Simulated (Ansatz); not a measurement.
Gas-phase electronic energies from Ansatz, PBE0-D4/def2-TZVP geometries. CBS: MP2 limit from def2 TZ/QZ plus the TZ coupled-cluster correction, frozen cores. This one scheme is used for every species. Functionals use def2-TZVPP. B3LYP here is the variant with VWN-RPA as its local correlation; programs differ in this. One conformer a species, not always the lowest.

`C[SiH](Cl)[SiH2]O` + H₂O → `O[SiH2][SiH](O)Cl` + CH₄  (formal hydrolysis of the Si–C bond)

```csv
level,ΔE (kJ/mol),difference from CCSD(T)/CBS
PBE-D4,-88.8,4.4
r2SCAN-D4,-98.6,-5.4
ωB97X-V,-97.7,-4.5
ωB97M-V,-97.0,-3.8
B2PLYP,-103.4,-10.2
PBE,-91.7,1.5
PBE0,-92.3,0.9
B3LYP,-104.9,-11.7
HF/def2-TZVPP,-113.1,-19.9
MP2/def2-TZVPP,-96.6,-3.4
SCS-MP2/def2-TZVPP,-100.6,-7.4
CCSD/def2-TZVPP,-97.8,-4.6
MP2/def2-QZVPP,-95.1,-1.9
SCS-MP2/def2-QZVPP,-99.1,-5.9
HF/CBS(def2),-113.2,-20.0
MP2/CBS(def2),-93.9,-0.7
CCSD(T)/CBS,-93.2,0
```

Largest T1 diagnostic among the species: 0.011.

The D4 term adds +4.5 kJ/mol with B3LYP and +2.7 kJ/mol with PBE0; it sums over pairs of atoms, weighted by their polarisabilities, and B3LYP, whose exchange is more repulsive, gets the larger term. In def2-TZVPP, CCSD(T) changes the Hartree–Fock value by +17.2 kJ/mol (the triples alone add +1.8 kJ/mol) and MP2 by +16.5 kJ/mol.
